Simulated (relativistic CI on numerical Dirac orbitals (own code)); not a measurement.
# Ligand-field terms of d6

Computed with a parametric ligand-field model of a d^n configuration (Racah B and C, spin-orbit zeta, crystal field), exact diagonalisation.

Field parameters in Wybourne normalisation: D3d B²₀ = −7Dσ, B⁴₀ = −14Dq − 21Dτ, B⁴₃ = −14√(10/7) Dq; D4h B²₀ = −7Ds, B⁴₀ = 21(Dq − Dt), B⁴₄ = 21√(5/14) Dq. The field is a parameter set, without covalency.

Problem. Ground term and bands for B = 320, C = 1370, ζ = 0 cm⁻¹, D3d, 10Dq = 31400, Dσ = 790, Dτ = -310 cm⁻¹?

Solution. Ground term 1A1 with 0.02 electrons in the two orbitals of the cubic e set. Spin-allowed: 1E 29202 cm⁻¹ (342 nm), 1A2 29225 cm⁻¹ (342 nm), 1E 33796 cm⁻¹ (296 nm), 1A1 34435 cm⁻¹ (290 nm). Lowest spin-forbidden: 3E 26337 cm⁻¹ (380 nm), 3A2 26388 cm⁻¹ (379 nm), 3E 28654 cm⁻¹ (349 nm).

Problem. Ground term and bands for B = 690, C = 2420, ζ = 0 cm⁻¹, D3d, 10Dq = 32650, Dσ = 1200, Dτ = 0 cm⁻¹?

Solution. Ground term 1A1 with 0.03 electrons in the two orbitals of the cubic e set. Spin-allowed: 1A2 29954 cm⁻¹ (334 nm), 1E 31283 cm⁻¹ (320 nm), 1A1 40463 cm⁻¹ (247 nm), 1E 41093 cm⁻¹ (243 nm). Lowest spin-forbidden: 3A2 24776 cm⁻¹ (404 nm), 3E 25978 cm⁻¹ (385 nm), 3A1 30047 cm⁻¹ (333 nm).

Problem. Ground term and bands for B = 500, C = 2280, ζ = 0 cm⁻¹, D4h, 10Dq = 17700, Ds = -1500, Dt = 210 cm⁻¹?

Solution. Ground term 1A1 with 0.05 electrons in the two orbitals of the cubic e set. Spin-allowed: 1E 13591 cm⁻¹ (736 nm), 1A2 16237 cm⁻¹ (616 nm), 1E 19616 cm⁻¹ (510 nm), 1B2 25270 cm⁻¹ (396 nm). Lowest spin-forbidden: 3E 7925 cm⁻¹ (1262 nm), 5B2 9753 cm⁻¹ (1025 nm), 3A2 11191 cm⁻¹ (894 nm).

Problem. Ground term and bands for B = 310, C = 1460, ζ = 0 cm⁻¹, D3d, 10Dq = 7900, Dσ = -1200, Dτ = -310 cm⁻¹?

Solution. Ground term 5E with 2.01 electrons in the two orbitals of the cubic e set. Spin-allowed: 5A1 5774 cm⁻¹ (1732 nm), 5E 8798 cm⁻¹ (1137 nm). Lowest spin-forbidden: 1A1 555 cm⁻¹, 3E 917 cm⁻¹, 1E 4446 cm⁻¹ (2249 nm).

Problem. Ground term and bands for B = 630, C = 2350, ζ = 0 cm⁻¹, D3d, 10Dq = 28450, Dσ = 1200, Dτ = 330 cm⁻¹?

Solution. Ground term 1A1 with 0.02 electrons in the two orbitals of the cubic e set. Spin-allowed: 1A2 26229 cm⁻¹ (381 nm), 1E 28221 cm⁻¹ (354 nm), 1A1 35517 cm⁻¹ (282 nm), 1E 38431 cm⁻¹ (260 nm). Lowest spin-forbidden: 3A2 21227 cm⁻¹ (471 nm), 3E 22746 cm⁻¹ (440 nm), 3A1 25867 cm⁻¹ (387 nm).
